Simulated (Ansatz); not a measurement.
C2H8S2Si can be A, `C[Si](C)(S)S`, or B, `CSCS[SiH3]`.

Gas-phase electronic energies from Ansatz, PBE0-D4/def2-TZVP geometries. CBS: MP2 limit from def2 TZ/QZ plus the TZ coupled-cluster correction, frozen cores. DFT in def2-TZVPP. Each species was taken in one conformer, which may not be the lowest.

Problem. Which is lower in electronic energy at CCSD(T)/CBS, and by how much? (Estimate.)

Solution. Ansatz gave: A, by 53.0 kcal/mol.

Problem. Give E(B) − E(A) in kcal/mol with CCSD(T)/def2-SVP, BLYP-D4, r2SCAN-D4, CCSD/def2-TZVPP, HF/def2-TZVPP, LDA (SPW92), PBE0-D4. (An estimate is asked.)

Solution. The calculation gave: CCSD(T)/def2-SVP 49.7, BLYP-D4 49.8, r2SCAN-D4 54.2, CCSD/def2-TZVPP 53.9, HF/def2-TZVPP 53.5, LDA (SPW92) 50.8, PBE0-D4 52.7. None reverses the order clearly.

Problem. Does the order hold for the free energy at 298.15 K (harmonic terms from PBE0-D4)? (An estimate is asked.)

Solution. Ansatz gave: Yes: G(B) − G(A) = +53.3 kcal/mol, for one conformer each. Modes under 60 cm⁻¹, often nearly free rotors, make the harmonic entropy too high.

Largest T1 diagnostic: 0.011.

Leaving LDA and LC-ωPBE aside and taking each functional with its dispersion term where it has one, the values, not all of them listed here, spread over 5.7 kcal/mol, from revPBE-D4 to B97M-V. From PBE to PBE0 (25 % exact exchange), in def2-TZVPP and without D4, E(B) − E(A) moves by +1.8 kcal/mol.
